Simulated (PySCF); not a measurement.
Job file and geometry (Å, from GFN2-xTB) of an NMR shielding run on `C1C(C)(B(F)F)C1`, C$_{4}$H$_{7}$BF$_{2}$, GIAO PBE0/pcSseg-1 NMR shielding, non-relativistic, gas phase in PySCF; density fitting, a coarse starting grid and PySCF grid level 2 are the driver's defaults:

```
$ OMP_NUM_THREADS=1 python probes_run.py task.json out

{"job": {"kind": "nmr", "xc": "PBE0", "basis": "pcSseg-1"}, "charge": 0, "multiplicity": 1}
C     -0.695447    -1.341912     0.318631
C     -0.162444     0.047964     0.016798
B     -1.185015     1.216318     0.022455
F     -2.466211     1.064185     0.306577
F     -0.847020     2.465377    -0.252134
C      1.252430     0.357236     0.488151
C      1.004790     0.130628    -0.956668
H     -1.213205    -1.350360     1.275582
H     -1.403115    -1.649438    -0.449021
H      0.114263    -2.066811     0.353617
H      1.467224     1.360902     0.821043
H      1.752634    -0.412207     1.055907
H      1.049536     0.976361    -1.625113
H      1.330902    -0.798715    -1.397992
```

Question: Write the output of this run.

Answer: 
```
coarse grid: 11944 points
cycle   1  E = -380.7092806112  dE =  8.754e-01  |g| = 6.454e-01  |ddm| = 3.218e+00
cycle   2  E = -380.6673551056  dE =  4.193e-02  |g| = 8.646e-01  |ddm| = 8.161e-01
cycle   3  E = -380.7836183337  dE = -1.163e-01  |g| = 4.946e-02  |ddm| = 4.522e-01
cycle   4  E = -380.7840097161  dE = -3.914e-04  |g| = 2.774e-02  |ddm| = 5.975e-02
cycle   5  E = -380.7841815377  dE = -1.718e-04  |g| = 4.777e-03  |ddm| = 2.489e-02
cycle   6  E = -380.7841864337  dE = -4.896e-06  |g| = 1.227e-03  |ddm| = 6.321e-03
final grid: 116856 points
cycle   7  E = -380.8340396460  dE = -7.023e-05  |g| = 7.891e-03  |ddm| = 3.093e-02
cycle   8  E = -380.8340331025  dE =  6.544e-06  |g| = 9.419e-03  |ddm| = 1.450e-02
cycle   9  E = -380.8340551944  dE = -2.209e-05  |g| = 5.847e-04  |ddm| = 8.062e-03
cycle  10  E = -380.8340552460  dE = -5.156e-08  |g| = 2.741e-04  |ddm| = 6.504e-04
cycle  11  E = -380.8340552579  dE = -1.197e-08  |g| = 6.361e-05  |ddm| = 1.767e-04
cycle  12  E = -380.8340552587  dE = -7.173e-10  |g| = 1.362e-05  |ddm| = 6.363e-05
converged SCF energy = -380.8340552587

GIAO shielding tensors (ppm)
atom      isotropic    diamagn.    paramagn.     s11        s22        s33       span
  0 C      164.546     245.217     -80.670    142.323    161.627    189.688     47.365
  1 C      184.705     257.529     -72.824    144.572    174.960    234.583     90.011
  2 B       71.279     193.565    -122.286     36.993     79.019     97.824     60.830
  3 F      243.670     468.318    -224.649     59.140    294.230    377.639    318.499
  4 F      262.398     469.388    -206.990     94.107    310.377    382.709    288.602
  5 C      169.795     251.462     -81.668    134.688    174.288    200.408     65.720
  6 C      171.024     251.524     -80.500    137.034    174.599    201.440     64.406
  7 H       29.955      29.759       0.196     25.456     27.288     37.120     11.664
  8 H       30.029      29.737       0.292     25.635     27.129     37.324     11.689
  9 H       31.780      30.658       1.122     26.694     29.867     38.778     12.084
 10 H       30.827      31.396      -0.569     24.702     27.891     39.889     15.188
 11 H       31.248      31.654      -0.405     25.467     28.235     40.042     14.575
 12 H       30.818      31.414      -0.596     24.678     27.882     39.894     15.216
 13 H       31.271      31.667      -0.396     25.447     28.262     40.104     14.657
```

Size and cost of the density-fitted run: 154 basis functions, 20 s wall time on 1 thread of an Arm Neoverse V2, shared host; peak memory 0.72 GiB.
